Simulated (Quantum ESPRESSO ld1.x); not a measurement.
Task: All-electron atom: Pd I in [Kr] 4d8 5s1 5p1 (not the ground configuration). Method: scalar-relativistic Kohn-Sham, relativistic LDA (MacDonald-Vosko exchange, VWN5 correlation), spin-unpolarised, spherical densities, point nucleus; computed with ld1.x of Quantum ESPRESSO 7.5. Some entries of the table are withheld. Estimate them.

orbital  occ.  eigenvalue (eV)  r(max) (bohr)
1s          2              (1)          0.021
2s          2         -3522.88            (2)
2p          6              (3)          0.093
3s          2         -642.468          0.344
3p          6         -524.279          0.335
3d         10              (4)          0.281
4s          2         -94.0191          0.848
4p          6         -59.8837          0.904
4d          8         -11.5537           1.08
5s          1          -6.8133            (5)
5p          1          -2.2599            (6)

Result: 
(1) 1s eigenvalue (eV): -24041.5
(2) 2s r(max) (bohr): 0.118
(3) 2p eigenvalue (eV): -3164.91
(4) 3d eigenvalue (eV): -335.222
(5) 5s r(max) (bohr): 2.42
(6) 5p r(max) (bohr): 3.25
